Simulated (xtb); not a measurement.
xtb input (GFN2-xTB):

```bash
xtb mol.xyz --gfn 2 --sp --chrg 1 --uhf 0
```
mol.xyz:
```
3

In     0.00000000     0.00000000     0.00000000
Cl    -0.00000000    -0.00000000    -2.22420788
Cl     0.00000000     0.00000000     2.22420788
```

End of the output:

```
         :::::::::::::::::::::::::::::::::::::::::::::::::::::
         ::                     SUMMARY                     ::
         :::::::::::::::::::::::::::::::::::::::::::::::::::::
         :: total energy              -9.934064490416 Eh    ::
         :: gradient norm              0.020784366637 Eh/a0 ::
         :: HOMO-LUMO gap              2.593106131268 eV    ::
         ::.................................................::
         :: SCC energy                -9.943314077671 Eh    ::
         :: -> isotropic ES            0.120620932187 Eh    ::
         :: -> anisotropic ES         -0.013088420492 Eh    ::
         :: -> anisotropic XC         -0.004044345171 Eh    ::
         :: -> dispersion             -0.001795303081 Eh    ::
         :: repulsion energy           0.009249587255 Eh    ::
         :: add. restraining           0.000000000000 Eh    ::
         :: total charge               1.000000000000 e     ::
         :::::::::::::::::::::::::::::::::::::::::::::::::::::

           -------------------------------------------------
          |                Property Printout                |
           -------------------------------------------------

    * Orbital Energies and Occupations

         #    Occupation            Energy/Eh            Energy/eV
      -------------------------------------------------------------
         1        2.0000           -1.2567359             -34.1975
         2        2.0000           -1.2448658             -33.8745
         3        2.0000           -0.8115754             -22.0841
         4        2.0000           -0.6755387             -18.3823
         5        2.0000           -0.6678245             -18.1724
         6        2.0000           -0.6678245             -18.1724
         7        2.0000           -0.6638752             -18.0650
         8        2.0000           -0.6638752             -18.0650 (HOMO)
         9                         -0.5685803             -15.4719 (LUMO)
        10                         -0.3620809              -9.8527
        11                         -0.3620809              -9.8527
        12                         -0.2797298              -7.6118
        13                         -0.2797298              -7.6118
        14                         -0.2071679              -5.6373
Note: The following floating-point exceptions are signalling: IEEE_DENORMAL
normal termination of xtb
        15                         -0.2052341              -5.5847
        16                         -0.2052341              -5.5847
        17                         -0.2012411              -5.4760
        18                         -0.2012411              -5.4760
        19                         -0.1998621              -5.4385
       ...                                ...                  ...
        27                          0.6837803              18.6066
      -------------------------------------------------------------
                  HL-Gap            0.0952949 Eh            2.5931 eV
             Fermi-level           -0.6162278 Eh          -16.7684 eV

     #   Z          covCN         q      C6AA      α(0)
     1  49 In       1.579     0.467   363.242    43.082
     2  17 Cl       0.790     0.267    91.438    14.628
     3  17 Cl       0.790     0.267    91.438    14.628

 Mol. C6AA /au·bohr⁶  :       1424.364069
 Mol. C8AA /au·bohr⁸  :     123595.641105
 Mol. α(0) /au        :         72.337005

Wiberg/Mayer (AO) data.
largest (>0.10) Wiberg bond orders for each atom

 ---------------------------------------------------------------------------
     #   Z sym  total        # sym  WBO       # sym  WBO       # sym  WBO
 ---------------------------------------------------------------------------
     1  49 In   2.514 --     2 Cl   1.257     3 Cl   1.257
     2  17 Cl   1.750 --     1 In   1.257     3 Cl   0.493
     3  17 Cl   1.750 --     1 In   1.257     2 Cl   0.493
 ---------------------------------------------------------------------------

Topologies differ in total number of bonds
Writing topology from bond orders to xtbtopo.mol

molecular dipole:
                 x           y           z       tot (Debye)
 q only:        0.000       0.000      -0.000
   full:        0.000       0.000      -0.000       0.000
molecular quadrupole (traceless):
                xx          xy          yy          xz          yz          zz
 q only:       -4.709       0.000      -4.709       0.000       0.000       9.417
  q+dip:       -7.089       0.000      -7.089       0.000      -0.000      14.177
   full:       -4.051      -0.000      -4.051       0.000      -0.000       8.103

           -------------------------------------------------
          | TOTAL ENERGY               -9.934064490416 Eh   |
          | GRADIENT NORM               0.020784366637 Eh/α |
          | HOMO-LUMO GAP               2.593106131268 eV   |
           -------------------------------------------------

------------------------------------------------------------------------
------------------------------------------------------------------------
 total:
 SCF:
```
